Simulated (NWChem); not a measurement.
System: InSiH$_{5}$O; SMILES [SiH3][O][InH2]

Input file for NWChem:

```
start job
memory heap 200 mb stack 900 mb global 1100 mb
geometry units angstroms noautoz
  In    -0.015400    -1.025776    -0.092146
  H     -1.261374    -2.077155     0.429919
  H      1.521089    -1.195016    -0.839887
  O     -0.506834     0.886958     0.278587
  Si     0.087929     2.409068     0.102533
  H      0.228386     3.085685     1.431646
  H     -0.822573     3.244396    -0.744365
  H      1.442196     2.415510    -0.551067
end
basis spherical
  In library def2-svp
  H library def2-svp
  O library def2-svp
  Si library def2-svp
end
ecp
  In library def2-ecp
end
dft
  xc m06-l
  grid xcoarse
  iterations 150
  mulliken
end
task dft gradient
```

NWChem printed, in part:

```
             Northwest Computational Chemistry Package (NWChem) 7.3.0
             --------------------------------------------------------

 C1  symmetry detected

                             Geometry "geometry" -> ""
                             -------------------------

 Output coordinates in angstroms (scale by  1.889725989 to convert to a.u.)

  No.       Tag          Charge          X              Y              Z
 ---- ---------------- ---------- -------------- -------------- --------------
    1 In                  49.0000     0.02397960    -0.97650182     0.00000937
    2 H                    1.0000    -1.35165817    -1.99533505     0.00068226
    3 H                    1.0000     1.72784938    -1.18953834    -0.00064568
    4 O                    8.0000    -0.53037859     0.95486781    -0.00021488
    5 Si                  14.0000     0.12072632     2.46404613     0.00006146
    6 H                    1.0000    -0.30674468     3.23096778     1.21380766
    7 H                    1.0000    -0.31571179     3.23501453    -1.20789238
    8 H                    1.0000     1.62412519     2.43189181    -0.00555251

 Effective nuclear repulsion energy (a.u.)     321.0591595788

                                 NWChem DFT Module
                                 -----------------

 Summary of "ao basis" -> "ao basis" (spherical)
 ------------------------------------------------------------------------------
       Tag                 Description            Shells   Functions and Types
 ---------------- ------------------------------  ------  ---------------------
 In                         def2-svp                10       26   4s4p2d
 H                          def2-svp                 3        5   2s1p
 O                          def2-svp                 6       14   3s2p1d
 Si                         def2-svp                 8       18   4s3p1d

            General Information
            -------------------
          SCF calculation type: DFT
          Wavefunction type:  closed shell.
          No. of atoms     :     8
          No. of electrons :    48
           Alpha electrons :    24
            Beta electrons :    24
          Charge           :     0
          Spin multiplicity:     1
          Use of symmetry is: off; symmetry adaption is: off
          Maximum number of iterations: 150
          AO basis - number of functions:    83
                     number of shells:    39
          Convergence on energy requested:  1.00D-06
          Convergence on density requested:  1.00D-05
          Convergence on gradient requested:  5.00D-04

              XC Information
              --------------
                        M06-L Method XC Functional
                         M06-L Exchange Functional  1.000
                       M06-L Correlation Potential  1.000

             Grid Information
             ----------------
          Grid used for XC integration:  xcoarse
          Radial quadrature: Mura-Knowles
          Angular quadrature: Lebedev.
          Tag              B.-S. Rad. Rad. Pts. Rad. Cut. Ang. Pts.
          ---              ---------- --------- --------- ---------
          In                  1.55       84          11.0       194
          H                   0.35       21          12.0       194
          O                   0.60       21           8.0       194
          Si                  1.10       42          11.0       194
          Grid pruning is: on
          Number of quadrature shells:   252
          Spatial weights used:  Erf1

      Superposition of Atomic Density Guess
      -------------------------------------

 Sum of atomic energies:        -583.97639514

      Non-variational initial energy
      ------------------------------

 Total energy =    -555.640042
 1-e energy   =   -1187.050018
 2-e energy   =     457.576233
 HOMO         =      -0.340933
 LUMO         =      -0.006475

     ---------------------------------------------
      Total Density - Mulliken Population Analysis
     ---------------------------------------------

    Atom       Charge   Shell Charges
 -----------   ------   -------------------------------------------------------
    1 In  21    19.97   2.60 -0.60  0.77  0.41  3.23  2.76  0.58  0.20  9.70  0.33
    2 H    1     1.14   0.65  0.49  0.01
    3 H    1     1.14   0.64  0.48  0.01
    4 O    8     9.17   1.99  1.12  0.71  3.17  2.17  0.00
    5 Si  14    13.27   2.00  1.99  0.96  0.25  5.94  1.04  0.90  0.21
    6 H    1     1.11   0.71  0.39  0.01
    7 H    1     1.11   0.71  0.39  0.01
    8 H    1     1.10   0.70  0.39  0.01

[...]

                         DFT ENERGY GRADIENTS

    atom               coordinates                        gradient
                 x          y          z           x          y          z
   1 In      0.045315  -1.845321   0.000018   -0.000365   0.008638   0.000004
   2 H      -2.554264  -3.770637   0.001289   -0.007666  -0.006763   0.000004
   3 H       3.265162  -2.247902  -0.001220    0.007678  -0.001495  -0.000004
   4 O      -1.002270   1.804439  -0.000406   -0.000068  -0.002894  -0.000012
   5 Si      0.228140   4.656372   0.000116   -0.000717  -0.000896   0.000007
   6 H      -0.579663   6.105644   2.293764   -0.000527   0.001541   0.001796
   7 H      -0.596609   6.113291  -2.282586   -0.000530   0.001539  -0.001779
   8 H       3.069152   4.595609  -0.010493    0.002196   0.000330  -0.000015
```

Level: M06-L/def2-SVP with def2 effective core potentials on In. Geometry: optimised at PBE0/def2-SVP. def2 effective core potentials on In; no spin-orbit coupling.
